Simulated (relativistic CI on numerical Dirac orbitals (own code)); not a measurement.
Charge states of hafnium

These numbers are calculated, not measured: Dirac-Coulomb-Breit CI, orbitals from a KLI potential per configuration, model QED, valence Slater integrals scaled by 0.9 (own radial code, finite nucleus).

Each species is treated in one configuration, given outside its closed core. Radial values are for the open shell of highest l, unscaled and averaged over j; ζ includes the Breit term. Labels give the leading LS character, summed over repeated terms.

| Ion | Configuration | Its lowest level | LS weight (%) | Next level | E (cm⁻¹) | F² (cm⁻¹) | F⁴ (cm⁻¹) | g_J | g√(J(J+1)) |
| --- | --- | --- | --- | --- | --- | --- | --- | --- | --- |
| Hf²⁴⁺ | 4d10.4f2 | ? | ? | ? | ? | ? | ? | ? | ? |
| Hf²⁵⁺ | 4d10.4f | 2F°_5/2 | 100 | 2F°_7/2 | 23857 |  |  | 0.854 | 2.53 |
| Hf²⁶⁺ | 4d10 | 1S_0 | 100 |  |  |  |  |  | 0.00 |
| Hf²⁷⁺ | 4d9 | 2D_5/2 | 100 | 2D_3/2 | 112560 |  |  | 1.197 | 3.54 |
| Hf²⁸⁺ | 4d8 | 3F_4 | 90 | J = 2 (mixed) | 25065 | 217600 | 147800 | 1.221 | 5.46 |
| Hf²⁹⁺ | 4d7 | 4F_9/2 | 65 | J = 3/2 (mixed) | 35060 | 219400 | 149200 | 1.243 | 6.18 |
| Hf³⁰⁺ | 4d6 | J = 4 (mixed) | 40 | J = 2 (mixed) | 21360 | 221200 | 150500 | 1.290 | 5.77 |
| Hf³¹⁺ | 4d5 | J = 5/2 (mixed) | 29 | J = 5/2 (mixed) | 84976 | 223000 | 151800 | 1.407 | 4.16 |
| Hf³²⁺ | 4d4 | 3P_0 | 57 | 5D_1 | 97078 | 224800 | 153000 |  | 0.00 |
| Hf³³⁺ | 4d3 | 4F_3/2 | 52 | 4F_5/2 | 101750 | 226600 | 154300 | 0.675 | 1.31 |
| Hf³⁴⁺ | 4d2 | 3F_2 | 77 | 3P_0 | 60813 | 228300 | 155600 | 0.754 | 1.85 |
| Hf³⁵⁺ | 4d | 2D_3/2 | 100 | 2D_5/2 | 132290 |  |  | 0.795 | 1.54 |
| Hf³⁶⁺ | 3d10.4s2.4p6 | 1S_0 | 100 |  |  |  |  |  | 0.00 |
| Hf³⁷⁺ | 3d10.4s2.4p5 | 2P°_3/2 | 100 | 2P°_1/2 | 647900 |  |  | 1.330 | 2.57 |
| Hf³⁸⁺ | 3d10.4s2.4p4 | 3P_2 | 70 | 1S_0 | 66317 | 238700 |  | 1.346 | 3.30 |
| Hf³⁹⁺ | 3d10.4s2.4p3 | J = 3/2 (mixed) | 47 | 4S°_3/2 | 618170 | 239900 |  | 1.369 | 2.65 |
| Hf⁴⁰⁺ | 3d10.4s2.4p2 | 3P_0 | 71 | 3P_1 | 635560 | 241200 |  |  | 0.00 |
| Hf⁴¹⁺ | 3d10.4s2.4p | 2P°_1/2 | 100 | 2P°_3/2 | 686810 |  |  | 0.660 | 0.57 |
| Hf⁴²⁺ | 3d10.4s2 | 1S_0 | 100 |  |  |  |  |  | 0.00 |
| Hf⁴³⁺ | 3d10.4s | 2S_1/2 | 100 |  |  |  |  | 1.996 | 1.73 |
| Hf⁴⁴⁺ | 3d10 | 1S_0 | 100 |  |  |  |  |  | 0.00 |
| Hf⁴⁵⁺ | 3d9 | 2D_5/2 | 100 | 2D_3/2 | 470350 |  |  | 1.190 | 3.52 |
| Hf⁴⁶⁺ | 3d8 | 3F_4 | 87 | J = 2 (mixed) | 68133 | 565900 | 365000 | 1.207 | 5.40 |
| Hf⁴⁷⁺ | 3d7 | 4F_9/2 | 59 | J = 3/2 (mixed) | 97007 | 571100 | 368600 | 1.220 | 6.07 |

Task: Fill in the row of Hf²⁴⁺.

Result: Its lowest level 3H_4; LS weight (%) 89; Next level 3F_2; E (cm⁻¹) 17487; F² (cm⁻¹) 220700; F⁴ (cm⁻¹) 143500; g_J 0.822; g√(J(J+1)) 3.68.
